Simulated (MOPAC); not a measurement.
MOPAC input (PM3):

```
PM3 1SCF UHF MS=0.5 GEO-OK AUX(PRECISION=9) THREADS=1
C2H8PSi

C    -1.95646900 1    0.47764100 1    0.16573800 1
Si   -0.36142300 1   -0.40935100 1   -0.30415900 1
C    -0.01793100 1   -1.82217600 1    0.89697600 1
P     1.31299500 1    1.12239300 1   -0.44117000 1
H    -2.17424600 1    1.29298200 1   -0.52503000 1
H    -2.80247900 1   -0.21243500 1    0.15994900 1
H    -1.87576500 1    0.89957700 1    1.17292000 1
H    -0.84000700 1   -2.54127800 1    0.90055700 1
H     0.89958800 1   -2.35007800 1    0.63558200 1
H     0.09443300 1   -1.42885400 1    1.91246700 1
H     1.59076000 1    1.14258100 1    0.95606500 1
H     2.31910200 1    0.15973300 1   -0.71301300 1
```

From the output:

```
                                                       MOPAC v23.2.5 Linux

          FINAL HEAT OF FORMATION =         -0.30675 KCAL/MOL =      -1.28344 KJ/MOL

          COSMO AREA              =        135.14 SQUARE ANGSTROMS
          COSMO VOLUME            =        129.86 CUBIC ANGSTROMS

          IONIZATION POTENTIAL    =          7.975478 EV
          ALPHA SOMO LUMO (EV)    =         -7.975 -1.050
          BETA  SOMO LUMO (EV)    =         -8.703 -1.779
          NO. OF ALPHA ELECTRONS  =         13
          NO. OF BETA  ELECTRONS  =         12
          MOLECULAR WEIGHT        =         91.1445         POINT GROUP:  C1

          MOLECULAR DIMENSIONS (Angstroms)

            Atom       Atom       Distance
            H    12    H     6     5.20876
            H     5    H     8     4.22795
           Si     2    H    11     1.99845

          SCF CALCULATIONS        =          1

   ATOM   CHEMICAL          X               Y               Z
  NUMBER   SYMBOL      (ANGSTROMS)     (ANGSTROMS)     (ANGSTROMS)

     1       C         -1.95646900  *   0.47764100  *   0.16573800  *
     2      Si         -0.36142300  *  -0.40935100  *  -0.30415900  *
     3       C         -0.01793100  *  -1.82217600  *   0.89697600  *
     4       P          1.31299500  *   1.12239300  *  -0.44117000  *
     5       H         -2.17424600  *   1.29298200  *  -0.52503000  *
     6       H         -2.80247900  *  -0.21243500  *   0.15994900  *
     7       H         -1.87576500  *   0.89957700  *   1.17292000  *
     8       H         -0.84000700  *  -2.54127800  *   0.90055700  *
     9       H          0.89958800  *  -2.35007800  *   0.63558200  *
    10       H          0.09443300  *  -1.42885400  *   1.91246700  *
    11       H          1.59076000  *   1.14258100  *   0.95606500  *
    12       H          2.31910200  *   0.15973300  *  -0.71301300  *

                             CARTESIAN COORDINATES

   1    C       -1.956469000     0.477641000     0.165738000
   2   Si       -0.361423000    -0.409351000    -0.304159000
   3    C       -0.017931000    -1.822176000     0.896976000
   4    P        1.312995000     1.122393000    -0.441170000
   5    H       -2.174246000     1.292982000    -0.525030000
   6    H       -2.802479000    -0.212435000     0.159949000
   7    H       -1.875765000     0.899577000     1.172920000
   8    H       -0.840007000    -2.541278000     0.900557000
   9    H        0.899588000    -2.350078000     0.635582000
  10    H        0.094433000    -1.428854000     1.912467000
  11    H        1.590760000     1.142581000     0.956065000
  12    H        2.319102000     0.159733000    -0.713013000

           Empirical Formula: C2 H8 Si P  =    12 atoms

      MOLECULAR POINT GROUP   :   C1

          ALPHA EIGENVALUES
 -29.90463 -28.35797 -25.23577 -14.58887 -14.31823 -13.84562 -13.58762 -13.48925
 -12.50146 -11.51346 -10.53889  -8.82206  -7.97548  -1.04971   0.72944   0.87083
   1.23197   1.36712   4.18215   4.29573   4.33943   4.37155   4.44275   4.52793

           BETA EIGENVALUES
 -29.91160 -28.34284 -25.21109 -14.40645 -14.27177 -13.77844 -13.48528 -13.13456
 -12.31465 -11.40087 -10.42482  -8.70329  -1.77871  -0.54087   1.05375   1.17061
   1.45836   1.56945   4.22091   4.31974   4.34707   4.37494   4.43294   4.50999

              NET ATOMIC CHARGES AND DIPOLE CONTRIBUTIONS

  ATOM NO.   TYPE          CHARGE      No. of ELECS.   s-Pop       p-Pop
    1          C          -0.309861        4.3099     1.15966     3.15020
    2         Si           0.260954        3.7390     1.22424     2.51481
    3          C          -0.321322        4.3213     1.16371     3.15762
    4          P           0.155570        4.8444     1.74397     3.10046
    5          H           0.072527        0.9275     0.92747
    6          H           0.065150        0.9349     0.93485
    7          H           0.063631        0.9364     0.93637
    8          H           0.069788        0.9302     0.93021
    9          H           0.065244        0.9348     0.93476
   10          H           0.063542        0.9365     0.93646
   11          H          -0.097100        1.0971     1.09710
   12          H          -0.088122        1.0881     1.08812
 DIPOLE           X         Y         Z       TOTAL
 POINT-CHG.    -0.434     0.461    -1.176     1.335
 HYBRID         0.032    -1.835     2.660     3.232
 SUM           -0.403    -1.374     1.485     2.063

          ATOMIC ORBITAL ELECTRON POPULATIONS

     Atom    s        px        py        pz
    1  C   1.15966   1.06979   1.04820   1.03220
    2 Si   1.22424   0.83954   0.80495   0.87032
    3  C   1.16371   1.04280   1.06861   1.04621
    4  P   1.74397   0.96414   1.17134   0.96497
    5  H   0.92747
    6  H   0.93485
    7  H   0.93637
    8  H   0.93021
    9  H   0.93476
   10  H   0.93646
   11  H   1.09710
   12  H   1.08812

                    (SZ)    =    0.500000
                    (S**2)  =    0.766515

          ATOMIC ORBITAL SPIN POPULATIONS

    Atom   Total    s     px     py     pz
         Atomic
    1  C -0.0627 -0.009 -0.034 -0.012 -0.007
    2 Si  1.0372  0.201  0.085  0.160  0.591
    3  C -0.0525 -0.008 -0.006 -0.029 -0.010
    4  P -0.0636  0.006 -0.018 -0.020 -0.031
    5  H  0.0059  0.006
    6  H  0.0069  0.007
    7  H  0.0314  0.031
    8  H  0.0060  0.006
    9  H  0.0052  0.005
   10  H  0.0307  0.031
   11  H  0.0500  0.050
   12  H  0.0057  0.006

 **********************
 *                    *
 * JOB ENDED NORMALLY *
 *                    *
 **********************

 == MOPAC DONE ==
```

The geometry given is a B3LYP-D3(BJ)/def2-TZVP minimum.
